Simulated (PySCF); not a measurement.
# Electronic structure of Te(3+) (tellurium, charge +3) at the UHF level

Configuration: [Kr] 4d10 5s2 5p1, 2P determinant. All numbers are calculated (PySCF 2.14, the spin-free X2C one-electron Hamiltonian (Gaussian nucleus), in x2c-TZVPall).

* Total energy: -6788.905195 hartree
* One-electron energy: -9261.8811 hartree
* Hartree (Coulomb) energy: 2647.0041 hartree
* Exchange energy: -174.0282 hartree
* ⟨S²⟩: 0.7566
* ⟨L²⟩: 2.020
* Sum of ⟨r⟩: 28.69 bohr
* Sum of ⟨r²⟩: 33.19 bohr²
* Traceless quadrupole moment −½Σ⟨3z² − r²⟩ along its main axis: -2.35 e·bohr²
* Langevin diamagnetic susceptibility: -26.3 ×10⁻⁶ cm³/mol
* Time after the integrals: 0.24 s of wall time on 1 thread of INTEL(R) XEON(R) PLATINUM 8581C CPU @ 2.10GHz (shared host)

| shell | electrons | mean orbital energy (hartree) | spread (hartree) | rms radius, mean of both spins (bohr) |
| --- | --- | --- | --- | --- |
| 1s α | 1 | -1176.06955 | 0 | 0.0318 |
| 1s β | 1 | -1176.06680 | 0 | 0.0318 |
| 2s α | 1 | -184.88838 | 0 | 0.130 |
| 2s β | 1 | -184.88749 | 0 | 0.130 |
| 2p α | 3 | -165.94615 | 0.00156 | 0.116 |
| 2p β | 3 | -165.94381 | 0.00435 | 0.116 |
| 3s α | 1 | -39.24294 | 0 | 0.343 |
| 3s β | 1 | -39.23984 | 0 | 0.343 |
| 3p α | 3 | -32.91985 | 0.00045 | 0.343 |
| 3p β | 3 | -32.91543 | 0.01182 | 0.343 |
| 3d α | 5 | -23.32458 | 0.00673 | 0.322 |
| 3d β | 5 | -23.32304 | 0.01028 | 0.322 |
| 4s α | 1 | -8.24302 | 0 | 0.814 |
| 4s β | 1 | -8.23477 | 0 | 0.814 |
| 4p α | 3 | -6.18553 | 0.00150 | 0.877 |
| 4p β | 3 | -6.17602 | 0.02806 | 0.877 |
| 4d α | 5 | -3.08354 | 0.01777 | 1.04 |
| 4d β | 5 | -3.07655 | 0.03074 | 1.04 |
| 5s α | 1 | -1.75841 | 0 | 2.08 |
| 5s β | 1 | -1.66086 | 0 | 2.08 |
| 5p α | 1 | -1.33832 | 0 | 2.40 |

Densities and radii are taken from the X2C orbitals without a picture-change correction, which distorts them close to the nucleus.
